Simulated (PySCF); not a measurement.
2-hydroxyethylboronic acid (C2H7BO3), SMILES B(O)(O)CCO.

The structure is a stationary point at PBE0-D3(BJ)/def2-SVP. The values are those of a single conformer.

All values below come from M06-2X/def2-TZVP in PySCF.

The molecule is in vacuum.

Computed frontier levels, gap, dipole moment and polarisability:
```json
{
 "highest_occupied_level": "-9.31 eV",
 "lowest_empty_level": "1.08 eV",
 "orbital_gap": "10.38 eV",
 "dipole_moment": "2.32 D",
 "quadrupole, principal values (traceless, Buckingham form, about the centre of nuclear charge)": "-10.44, 3.54, 6.91 D·Å",
 "mean_static_polarisability": "48.7 bohr³ (7.22 Å³)",
 "polarisability_principal_values": "41.0, 49.6, 55.5 bohr³"
}
```
